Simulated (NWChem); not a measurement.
Molecule: C5H3NS; SMILES C#Cc1nccs1

Results from NWChem. Pople sets run with spherical d functions. Structure relaxed at the PBE-D3(BJ)/def2-SVP level. Level TPSS/6-31G*: single points from the atomic guess with DIIS by default; each run changes one setting, and all converged runs end within 0.3 mHa of each other.

**Question.** Which setting needs the most SCF iterations, or fails (occupation smearing of 0.005 Ha; core-Hamiltonian guess; level shift of 0.5 Ha throughout; DIIS on 3 Fock matrices; defaults)?

**Answer.** DIIS on 3 Fock matrices, with 43 against 11 for the defaults.
```tsv
setting	SCF iterations
defaults	11
DIIS on 3 Fock matrices	43
occupation smearing of 0.005 Ha	11
core-Hamiltonian guess	16
level shift of 0.5 Ha throughout	14
```
